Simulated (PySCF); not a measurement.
# Computed records: BGeH$_{6}$NO

All values are calculated (PySCF 2.14.0). Calculation on a computer-drawn molecule: the log of a Hartree-Fock and frozen-core CCSD(T) single point meant for a local Hartree-Fock minimum, with one planted fault or none, to be diagnosed. Offsets are logged minus clean, where the clean run is the same molecule without the fault. The reference is restricted for singlets and unrestricted otherwise, and also for a bond in bohr or an excited solution. Adding or removing an electron swaps singlet and doublet. The excited solution moves the top pair (singlet) or top alpha electron (doublet) to the lowest empty orbital. Highest occupied and lowest empty are orbital energies over both spins, largest force is the largest gradient component, triples share is (T) over the correlation energy, the T1 limit is 0.02 restricted and 0.045 unrestricted, electrons count all cores, a negative frequency is imaginary (commonest isotopes), and the dipole is about the centre of nuclear charge; on germanium a core potential holds 10 electrons, which the energies leave out, and 3d is frozen in MP2 and coupled-cluster steps.

## BGeH$_{6}$NO

Logged structure:
```xyz
10
BGeH6NO
O     -1.0357    -1.9584     0.2066
B     -0.5273    -0.7764     0.2776
N     -0.0838    -0.2009     1.4072
Ge    -0.0316    -0.7794     3.0536
H     -1.0838    -2.4026     0.9801
H     -0.4603    -0.1998    -0.6998
H      0.2615     0.6741     1.2860
H      1.3370    -0.8156     3.5238
H     -0.5911    -2.1148     3.0671
H     -0.8123     0.0888     3.9094
```

```
meant charge                                : 0
meant multiplicity                          : 1
meant basis                                 : cc-pVDZ
meant basis and core potential on germanium : cc-pVDZ-PP ECP10MDF
logged electrons                            : 58
logged basis functions                      : 95
logged SCF converged                        : yes
logged spin squared                         : 0
logged highest occupied                     : -11.142 eV
logged lowest empty                         : 3.9246 eV
logged largest force                        : 0.063347 hartree/bohr
logged T1 diagnostic                        : 0.011493
logged D1 diagnostic                        : 0.04032
logged triples share                        : 0.023059
logged CC converged                         : yes
logged dipole magnitude                     : 2.4032 debye
logged SCF stable within its kind           : yes
logged energy HF                            : -450.93398 hartree
logged energy CCSD(T)                       : -451.52248 hartree
possible faults                             : no fault, one electron removed, one electron added, multiplicity raised by two, geometry at a saddle point, SCF held on an excited solution, minimal basis STO-3G, one bond length entered in bohr, all coordinates scaled
planted fault                               : withheld
```

Drawn bonds:
| atom | other atom | order |
| --- | --- | --- |
| 1 | 2 | 1 |
| 2 | 3 | 1 |
| 3 | 4 | 1 |
| 1 | 5 | 1 |
| 2 | 6 | 1 |
| 3 | 7 | 1 |
| 4 | 8 | 1 |
| 4 | 9 | 1 |
| 4 | 10 | 1 |

**Q.** Give the missing planted fault for BGeH$_{6}$NO.
**A.** all coordinates scaled, by -5.4 %

Further results for BGeH$_{6}$NO:

```
HF energy offset from clean run      : 21.05 kcal/mol
CCSD(T) energy offset from clean run : 27.85 kcal/mol
```
